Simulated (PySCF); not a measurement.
# First hyperpolarisability: SMILES CCCc1ccc(C=O)cc1, C$_{10}$H$_{12}$O

Molfile (atoms numbered from 1):
```
C10H12O
     RDKit          3D

 23 23  0  0  0  0  0  0  0  0999 V2000
    2.3665   -0.3649    1.4665 C   0  0  0  0  0  0  0  0  0  0  0  0
    2.3682   -0.1645   -0.0398 C   0  0  0  0  0  0  0  0  0  0  0  0
    1.3870    0.9085   -0.5275 C   0  0  0  0  0  0  0  0  0  0  0  0
   -0.0509    0.5652   -0.2540 C   0  0  0  0  0  0  0  0  0  0  0  0
   -0.7287    1.1071    0.8445 C   0  0  0  0  0  0  0  0  0  0  0  0
   -2.0461    0.7491    1.1138 C   0  0  0  0  0  0  0  0  0  0  0  0
   -2.7124   -0.1594    0.2873 C   0  0  0  0  0  0  0  0  0  0  0  0
   -4.1117   -0.5377    0.5692 C   0  0  0  0  0  0  0  0  0  0  0  0
   -4.7616   -1.3082   -0.0926 O   0  0  0  0  0  0  0  0  0  0  0  0
   -2.0434   -0.7063   -0.8157 C   0  0  0  0  0  0  0  0  0  0  0  0
   -0.7306   -0.3466   -1.0789 C   0  0  0  0  0  0  0  0  0  0  0  0
    3.0977   -1.1302    1.7671 H   0  0  0  0  0  0  0  0  0  0  0  0
    1.3784   -0.6876    1.8301 H   0  0  0  0  0  0  0  0  0  0  0  0
    2.6253    0.5677    1.9941 H   0  0  0  0  0  0  0  0  0  0  0  0
    3.3806    0.1133   -0.3782 H   0  0  0  0  0  0  0  0  0  0  0  0
    2.1313   -1.1187   -0.5415 H   0  0  0  0  0  0  0  0  0  0  0  0
    1.5241    1.0512   -1.6117 H   0  0  0  0  0  0  0  0  0  0  0  0
    1.6321    1.8710   -0.0487 H   0  0  0  0  0  0  0  0  0  0  0  0
   -0.2135    1.8208    1.4928 H   0  0  0  0  0  0  0  0  0  0  0  0
   -2.5687    1.1788    1.9739 H   0  0  0  0  0  0  0  0  0  0  0  0
   -4.5503   -0.0439    1.4756 H   0  0  0  0  0  0  0  0  0  0  0  0
   -2.5844   -1.4107   -1.4521 H   0  0  0  0  0  0  0  0  0  0  0  0
   -0.2132   -0.7727   -1.9433 H   0  0  0  0  0  0  0  0  0  0  0  0
  1  2  1  0
  2  3  1  0
  3  4  1  0
  4  5  1  0
  5  6  2  0
  6  7  1  0
  7  8  1  0
  8  9  2  0
  7 10  2  0
 10 11  1  0
 11  4  2  0
  1 12  1  0
  1 13  1  0
  1 14  1  0
  2 15  1  0
  2 16  1  0
  3 17  1  0
  3 18  1  0
  5 19  1  0
  6 20  1  0
  8 21  1  0
 10 22  1  0
 11 23  1  0
M  END
```

Theory: quadratic response CAM-B3LYP/def2-SVPD first hyperpolarisability, Taylor convention, gas phase (PySCF 2.14.0). Geometry: PBE0-D3(BJ)/def2-SVP.

(1) What is the first hyperpolarisability, and how does it disperse?

(2) Which lowest excitations, dipole and polarisabilities go with it?

## Answers

(1) In au, Taylor convention; the vector part is βᵢ = ⅓ Σⱼ (βᵢⱼⱼ + βⱼᵢⱼ + βⱼⱼᵢ); β∥ is 3/5 of the vector part along the dipole, the dipole points from − to +:
```tsv
process	λ (nm)	β vector norm	β∥	β HRS	depolarisation ratio
static β(0;0,0)	∞	509.5	251.4	225.5	4.11
second harmonic β(−2ω;ω,ω)	1907	561.3	279.5	247.1	4.18
Pockels β(−ω;ω,0)	1907	526.0	260.4	–	–
second harmonic β(−2ω;ω,ω)	1064	707.5	359.0	308.0	4.35
Pockels β(−ω;ω,0)	1064	565.2	281.6	–	–
```

(2) S1 3.92 eV (f = 0.000); S2 4.98 eV (f = 0.012); S3 5.21 eV (f = 0.369); dipole 4.05 D; isotropic α 122.8 au static, 123.3 au at 1907 nm, 124.5 au at 1064 nm, 124.9 au at 953.5 nm, 130.1 au at 532 nm.
